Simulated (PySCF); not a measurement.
Calculation: PBE-D3(BJ)/def2-TZVP // B3LYP-D3(BJ)/def2-SVP (PySCF). Gas-phase values, no solvent. One relaxed conformer stands for a flexible species; it need not be the lowest. 

Reference species (SMILES): `Br[Si](Br)(Br)Br` (neutral, multiplicity 1).

The LUMO is -2.78 eV and the HOMO is -7.42 eV.

Changed species: `C([Si](Br)(Br)Br)C` (C–C–Si–Br torsion 60°) (1 of 4 Br replaced by C2H5; the reference has 0 of 4 Br replaced by C2H5).

Q: Give the shifts of the LUMO and HOMO.

A: the LUMO rises by 0.89 eV, to -1.89 eV; the HOMO increases by 0.32 eV, to -7.10 eV.
